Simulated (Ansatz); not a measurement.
Reactions of C2H7GeN, SMILES `C[C](=N)[GeH3]`.

Gas-phase electronic energies from Ansatz, PBE0-D4/def2-TZVP geometries. CCSD(T)/CBS is the MP2 limit (def2-TZVPP, def2-QZVPP) plus CCSD(T) − MP2 in def2-TZVPP, frozen cores. This one scheme is used for every species. Functionals use def2-TZVPP. B3LYP here is the variant with VWN-RPA as its local correlation; programs differ in this. For Ge, Se outer-core shells are correlated without core-valence functions, which leaves a few kJ/mol of doubt a bond. Scalar relativity is left out up to krypton. Each species was taken in one conformer, which may not be the lowest.

```tsv
reaction	B3LYP-D4 (kJ/mol)	PBE-D4 (kJ/mol)	MP2/CBS(def2) (kJ/mol)	CCSD(T)/CBS(def2) (kJ/mol)
`C[C](=N)[GeH3]` + `O[SiH2]O` → `O[SiH2][O][GeH3]` + `CC=N`	-56	-43	-50	-52
`C[C](=N)[GeH3]` + H₂S → `N=[C](S)[GeH3]` + CH₄	-15	-19	-14	-8
`C[C](=N)[GeH3]` + `BS` → `B[S][GeH3]` + `CC=N`	-58	-56	-59	-57
`C[C](=N)[GeH3]` + `NBCF` → `N[B]([GeH3])CF` + `CC=N`	-1	-4	2	-2
`C[C](=N)[GeH3]` + `NC=O` → `O=C[NH][GeH3]` + `CC=N`	-31	-24	-33	-34
`C[C](=N)[GeH3]` + `[NH2][GeH2][F]` → `[F][GeH2][NH][GeH3]` + `CC=N`	-24	-16	-25	-26
`C[C](=N)[GeH3]` + H–F → `N=[C](F)[GeH3]` + CH₄	-6	-6	20	13
`C[C](=N)[GeH3]` + `NC#CO` → `NC#C[O][GeH3]` + `CC=N`	-52	-42	-49	-48
`C[C](=N)[GeH3]` + `C[SeH]` → `CC(=N)C[SeH]` + GeH₄	-3	-2	-3	-2
`C[C](=N)[GeH3]` + H₂O → `CC(=N)O` + GeH₄	-27	-28	-9	-13
```

Largest T1 diagnostic: 0.016, for `NC=O`.
